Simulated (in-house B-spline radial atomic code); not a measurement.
Settings and results of a run for Zr II (Zr+) (an excited or competing configuration). Level of theory: Dirac-Hartree-Fock, average of configuration, Fermi nucleus of rms radius 4.2694 fm; calculated with an all-electron radial atomic-structure program (B-spline basis).

Command:
```bash
python run_scf.py task.json out
```
Settings (nuclear radius in fm, mass in u):
```
Z                40
configuration    [Ar] 3d10 4s2 4p5 4d2 7f2
hamiltonian      dirac
method           hf
spin_polarised   False
nucleus          fermi
rms_radius       4.2694
atomic_mass      89.9047
speed_of_light   137.035999084
```

Output (hartree, bohr):
```
 radial grid: 91 intervals, B-splines of order 8, outer radius 102 bohr

 iter        energy (Eh)    residual
    1       -3591.531117    5.15e-01
    2       -3594.158727    1.34e-01
    3       -3594.582711    3.20e-02
    4       -3594.618945    1.16e-02
    5       -3594.622828    3.82e-03
    6       -3594.623232    4.04e-04
    7       -3594.623232    9.37e-05
    8       -3594.623232    1.19e-05
    9       -3594.623232    6.47e-07
   10       -3594.623232    2.57e-07

 total energy                     -3594.62323
 kinetic                            3715.7750
 electron-nucleus                  -8641.1947
 electron-electron                  1330.7964

 first-order corrections (not in the total)
   Gaunt                             2.2735
   retardation                      -0.2231
   frequency dependence             -0.0130
   self-energy                       1.5260
   Uehling                          -0.1687
   Wichmann-Kroll                    0.0023
   recoil                            0.0156

 orbital      occ     eigenvalue          <r>       <r^2>       <1/r>     <1/r^2>       r_max    small
 1s1/2      2.000      -666.5891    0.0370535   0.0018516     41.2603     3577.15     0.02414  2.12e-02
 2s1/2      2.000       -95.8846     0.161898   0.0309693     9.36866     387.291      0.1368  4.33e-03
 2p1/2      2.000       -87.5432     0.138731   0.0236264     9.30681     124.845      0.1071  4.30e-03
 2p3/2      4.000       -84.3655     0.143056   0.0249964     8.90932     108.239      0.1107  4.18e-03
 3s1/2      2.000       -17.7199      0.45516    0.237382     3.17759     68.7149       0.407  1.13e-03
 3p1/2      2.000       -14.5547     0.453122      0.2392     3.06253      21.816      0.3961  1.07e-03
 3p3/2      4.000       -14.0284     0.463003    0.249553     2.97026     19.0478      0.4049  1.04e-03
 3d3/2      4.000        -8.4788     0.448466    0.242441     2.75747     9.72896      0.3471  9.17e-04
 3d5/2      6.000        -8.3836     0.451901    0.246021     2.73309     9.52839      0.3498  9.07e-04
 4s1/2      2.000        -3.4146       1.2039     1.63625     1.11315     10.5337       1.073  2.28e-04
 4p1/2      1.667        -2.4871      1.31716     1.97512     1.00737     3.16836       1.152  1.94e-04
 4p3/2      3.333        -2.4149      1.34245     2.05109     0.98434     2.80025       1.175  1.88e-04
 4d3/2      0.800        -1.1600      1.80448     3.79118    0.716723     0.96411       1.483  1.07e-04
 4d5/2      1.200        -1.1539      1.81541     3.83582    0.711789    0.946439       1.494  1.06e-04
 7f5/2      0.857        -0.0572      24.0485     652.735   0.0592561  0.00847095       26.19  2.36e-06
 7f7/2      1.143        -0.0573      24.0422     652.403   0.0592786  0.00848038       26.19  2.36e-06
```

Cost of the run: 3.7 s on 1 thread of Arm Neoverse V2, on a shared host.

For the Dirac Hamiltonian the kinetic term is c α·p + (β - 1)c².
